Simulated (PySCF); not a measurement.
NMR data simulated for an unnamed compound:

$^{1}$H NMR (400 MHz, computed): δ 5.37 (br s, 1H), 5.17 (br s, 1H), 4.85 (m, 1H), 2.67 (m, 1H), 2.07 (m, 1H), 1.84 (m, 1H), 1.57 (m, 1H), 1.25 (m, 2H), 1.07 (d, 3H), 0.92 (d, 3H).

$^{13}$C{$^{1}$H} NMR (computed): δ 156.7 (C), 118.6 (CH2), 59.1 (CH), 33.5 (CH), 25.4 (CH3), 23.9 (CH3), 23.8 (CH2).

- GFN2-xTB structure
- PBE0/pcSseg-1 with gauge-including orbitals
- code: PySCF 2.14.0 with density-fitted response routines
- equivalent nuclei averaged, isolated molecule, a single conformation, non-relativistic

Shifts are taken against calculated references (same method and geometry level): $^{1}$H (σ = 31.72 ppm), $^{13}$C (σ = 186.93 ppm) vs TMS.

Which of these does the molecule contain: a Si–H bond, a non-aromatic C=C double bond, a (CH3)2CH unit, an N-methyl group, an NH or NH2 group, a nitrile?

## Answers


- A Si–H bond: yes (δH 4.85 (m)).
- A non-aromatic C=C double bond: yes.
- A (CH3)2CH unit: yes (δC 23.9, 33.5, 25.4; δH 1.07 (d), 1.57 (m), 0.92 (d)).
- An N-methyl group: no.
- An NH or NH2 group: no.
- A nitrile: no.

The data belong to SMILES C1C(=C)[C@@H](C(C)C)[Si@@H]1P, C7H15PSi; they needn't prove each group on their own.

Carbon signals by region: 2 in the sp2 and nitrile region (100–160 ppm), 1 at 50–100 ppm, 4 below 50 ppm.

Splittings by $^{31}$P in the carbon and heteronuclear signals aren't shown, as no couplings were computed. Shifts are as computed. Against solution values, carbons near 30 ppm lie about +3 ppm off and those near 130 ppm about +5 ppm. Of 1309 compounds with measured shifts, 239 miss one by over three times the rms of a fit or turn the order of signals round; such compounds aren't used in these exercises. Multiplicities follow the n + 1 count of equivalent neighbours, as no J values were calculated; m marks all less simple cases, F and P coupling included.
